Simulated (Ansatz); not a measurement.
Ansatz results at the PBE0-D4/def2-TZVP geometry: HOMO–LUMO gap (B3LYP/def2-TZVPP) 6.92 eV; HOMO energy (ωB97M-V/def2-TZVPP) -9.80 eV; size of the dipole moment (B3LYP/def2-TZVPP) 1.60 D.

Each molecule was computed in one conformer, which needn't be the lowest.

Question: Which molecule gave them?
A. `C[S][SbH2]`
B. `O[SiH]1C=C1[SiH3]`
C. `OB(F)[SiH2]S`
D. `[CH3][GeH2][CH2]Br`

Answer: D. The others give `C[S][SbH2]`: 5.21, -8.88, 1.75; `OB(F)[SiH2]S`: 6.14, -9.49, 2.24; `O[SiH]1C=C1[SiH3]`: 5.75, -9.17, 1.18.

B3LYP here is the variant with VWN-RPA as its local correlation; programs differ in this.
